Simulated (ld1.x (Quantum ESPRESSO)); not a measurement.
# V (Z = 23), PAW: configuration errors across variants

* Element: V
* Generator: ld1.x (Quantum ESPRESSO) 7.5
* Type: PAW
* Functional: PBE
* Relativity: scalar-relativistic
* Frozen core: [Ne] 3s2
* Valence charge: 11
* Reference configuration: 3p6 3d3 4s1.5 4p0.5
* Partial waves: 4s (bound): rcut 2.55, rcutus 2.95 bohr; 4s channel at 2.55 Ry: rcut 2.55, rcutus 2.95 bohr; 3p (bound): rcut 1.50, rcutus 1.65 bohr; 4p (bound): rcut 1.50, rcutus 1.65 bohr; 3d (bound): rcut 1.55, rcutus 2.10 bohr; 3d channel at 1.05 Ry: rcut 1.55, rcutus 2.10 bohr
* Local potential: all-electron potential smoothed inside 1.50 bohr (lloc = -2)
* Core correction: Bessel-smoothed model core, default radius (core density twice the valence density)
* Augmentation charge: BESSEL, radius 1.45 bohr

All-electron excitation energies from the reference (eV): (1) 3p6 3d3 4s2 4p0 -1.651; (2) 3p6 3d3 4s1 4p0 6.084; (3) 3p6 3d3 4s0 4p0 20.380; (4) 3p6 3d3 4s0 4p1 10.189; (5) 3p5 3d3 4s2 4p0 49.296; (6) 3p6 3d3 4s1 4p1 1.696; (7) 3p6 3d4 4s1 4p0 -1.065.

The overlap operator is not positive definite (basis up to 400 Ry) in “waves 4s (bound): rcut 1.88, rcutus 2.00 bohr; 4s channel at 2.55 Ry: rcut 1.88, rcutus 2.00 bohr”, “waves 4s (bound): rcut 2.55, rcutus 4.18 bohr; 4s channel at 2.55 Ry: rcut 2.55, rcutus 4.18 bohr”, “waves 4s (bound): rcut 2.55, rcutus 4.46 bohr; 4s channel at 2.55 Ry: rcut 2.55, rcutus 4.46 bohr”. Such files are unfit for use, however small their errors in these radial tests.

Tests that are not counted but printed errors over 1 eV. “waves 4s (bound): rcut 1.88, rcutus 2.00 bohr; 4s channel at 2.55 Ry: rcut 1.88, rcutus 2.00 bohr”: all (the test run did not reproduce the reference configuration, from which every error is measured). “waves 4s (bound): rcut 2.55, rcutus 4.18 bohr; 4s channel at 2.55 Ry: rcut 2.55, rcutus 4.18 bohr”: 3p6 3d4 4s1 4p0 (solver errors, printed error -1.8 eV). “waves 4s (bound): rcut 2.55, rcutus 4.46 bohr; 4s channel at 2.55 Ry: rcut 2.55, rcutus 4.46 bohr”: 3p6 3d4 4s1 4p0 (solver errors, printed error -1.6 eV).

1 further variants failed, have other tests or too few solved ones, and are left out.

A true bound ghost makes a file unfit for plane-wave use even where its test errors are small: the radial tests pick states by their node count and pass the ghost by.

The file “waves 4s (bound): rcut 1.88, rcutus 2.00 bohr; 4s channel at 2.55 Ry: rcut 1.88, rcutus 2.00 bohr” misses its own reference levels by 15.0 eV.

Errors AE − PS in meV (a dash: test not solved or not reliable):

| change | (1) | (2) | (3) | (4) | (5) | (6) | (7) | bound ghosts |
| --- | --- | --- | --- | --- | --- | --- | --- | --- |
| base | +1.6 | +0.7 | +12 | +12 | +94 | +1.3 | +2.3 | none |
| waves 4s (bound): rcut 1.88, rcutus 2.00 bohr; 4s channel at 2.55 Ry: rcut 1.88, rcutus 2.00 bohr | – | – | – | – | – | – | – | not determined (overlap not positive) |
| waves 4s (bound): rcut 2.44, rcutus 2.58 bohr; 4s channel at 2.55 Ry: rcut 2.44, rcutus 2.58 bohr | +0.4 | -0.5 | +0.5 | +1.3 | -27 | 0.0 | – | none |
| waves 4s (bound): rcut 2.55, rcutus 2.92 bohr; 4s channel at 2.55 Ry: rcut 2.55, rcutus 2.92 bohr | +1.2 | +0.3 | +9.2 | +9.0 | +75 | +0.9 | +0.3 | none |
| waves 4s (bound): rcut 2.55, rcutus 3.08 bohr; 4s channel at 2.55 Ry: rcut 2.55, rcutus 3.08 bohr | +2.0 | +1.2 | +16 | +16 | +103 | +1.8 | +4.1 | none |
| waves 4s (bound): rcut 2.55, rcutus 3.78 bohr; 4s channel at 2.55 Ry: rcut 2.55, rcutus 3.78 bohr | +4.1 | +5.7 | +102 | +108 | -225 | +4.3 | – | s |
| waves 4s (bound): rcut 2.55, rcutus 4.18 bohr; 4s channel at 2.55 Ry: rcut 2.55, rcutus 4.18 bohr | +8.5 | +14 | +156 | +177 | -224 | +11 | – | not determined (overlap not positive) |
| waves 4s (bound): rcut 2.55, rcutus 4.46 bohr; 4s channel at 2.55 Ry: rcut 2.55, rcutus 4.46 bohr | +9.1 | +14 | +170 | +199 | -250 | +11 | – | not determined (overlap not positive) |

(1) Give the same row for: waves 4s (bound): rcut 2.55, rcutus 3.52 bohr; 4s channel at 2.55 Ry: rcut 2.55, rcutus 3.52 bohr.

## Answers

(1) –, –, –, –, –, –, –; bound ghosts: s.
